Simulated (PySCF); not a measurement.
## Telling isomers of C7H10P2 apart by NMR

In vacuum, averaged over atoms made equivalent by symmetry, fast rotation or ring inversion, no relativistic terms, single conformer. GIAO PBE0/pcSseg-1 shieldings; PBE0-D3(BJ)/def2-SVP geometry; PySCF 2.14.0 with density-fitted response routines.

Scale: TMS for ¹H, ¹³C (reference shieldings calculated alike). Splittings of carbon signals by F and P are missing where no couplings were computed. Where no couplings were computed, multiplicities follow the n + 1 count of equivalent neighbours, and m marks all less simple cases (inequivalent or close neighbours, rings, F or P nearby). Shifts are as computed. Against solution values, carbons near 30 ppm lie about +2 ppm off and those near 130 ppm about +5 ppm (rms about the fit 1.9 ppm; single classes can miss by 10 ppm). Of 1328 compounds with measured shifts, 309 miss one by over three times the rms of a fit or turn the order of signals round; such compounds aren't used in these exercises. Signals without a measured value on file couldn't be tested in this way; 1H shifts scatter by 0.2 ppm about their fit, and single ones miss by 0.5 ppm.

(1) Tabulate the signals of `CCc1pccpc1C`, `CCc1ccpc(C)p1` and their relative energies.

(2) What is the quickest way to tell CCc1pccpc1C from CCc1ccpc(C)p1?

Results:

(1) 
```tsv
SMILES	carbon types	δC	δH	E rel. (kcal/mol)
CCc1pccpc1C	2×C 2×CH 1×CH2 2×CH3	186.4, 177.3, 167.4, 166.5, 34.6, 25.9, 19.8	9.33 (m, 1H), 9.26 (m, 1H), 3.13 (m, 2H), 2.92 (m, 3H), 1.29 (t, 3H)	2.7
CCc1ccpc(C)p1	2×C 2×CH 1×CH2 2×CH3	217.0, 185.2, 162.7, 137.5, 37.4, 29.8, 23.9	9.06 (m, 1H), 7.98 (m, 1H), 3.22 (m, 3H), 2.95 (m, 2H), 1.26 (t, 3H)	0.0
```

Energies are electronic energies at PBE0/pcSseg-1 on these geometries, without zero-point or thermal terms, each for the one conformer computed, which needn't be the lowest.

(2) Both give the same number of carbon signals, with the same numbers of each carbon type, so the positions decide. The first has a ring carbon next to a ring phosphorus (C) at 177.3 ppm, the second a ring carbon next to a ring phosphorus (C) at 217.0 ppm. Their most deshielded carbons lie at 186.4 and 217.0 ppm.
